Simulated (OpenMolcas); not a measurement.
Ir6+ among 4 point charges of -0.65 e arranged as a tetrahedron (Td), 1.92 Å from the ion.

| Item | Value |
| --- | --- |
| Program | OpenMolcas 26.06 |
| Method | SS-CASPT2, IPEA 0.25 Eh, imaginary shift 0.1 Eh (closed shells correlated: 4f 5s 5p) |
| Basis | ANO-RCC-VDZP [7s6p4d2f] |
| Scalar Hamiltonian | DKH2, point nucleus |
| Active space | 3 electrons in 5 orbitals (5d) |
| State averaging | 2S+1 = 4 even, 10 roots; 2S+1 = 2 even, 40 roots |
| Spin-orbit coupling | state interaction with AMFI integrals over the reference wave functions |

(1) What is the spin-free ground state (labels of Td)?

(2) Where is the first state of the same spin?

(3) What are the lowest two levels with spin-orbit coupling?

(4) What is χT at 300 K?

## Answers

(1) 4T1, 3-fold in its orbital part, 100 % from free-ion F terms; it has the highest spin that d3 allows.

(2) 4T2 at 898 cm-1 above the ground state.

(3) A 4-fold level Γ8, then a 2-fold level Γ7 7870 cm-1 above it. Their leading multiplicities are 4 (81 %) and 4 (94 %).

(4) 0.13 cm3 K/mol.

Roots that are degenerate in the reference are averaged as groups; the widest CASPT2 spread within a group is 200 cm-1 (the 3-fold group of multiplicity 4 near 898 cm-1 above the lowest state of its run). Shifts and gaps below about the spread of the groups concerned are not significant. Spin-orbit coupling mixes the spin-free states strongly: the lowest level takes only 39 % from its leading state, 4T1. Point charges give a weaker field than real ligands, and real ions of this kind are as a rule low spin; the high spin found here belongs to the model. The ground term spreads over less than 5000 cm-1, several times less than with real ligands, so orbital moments are less quenched and χT lies further from the spin-only value than at real sites. Free-ion shares, where given, are those of the reference states; single-state CASPT2 does not remix them. This is an electrostatic model: the charges have no orbitals. No measured value stands beside these numbers.
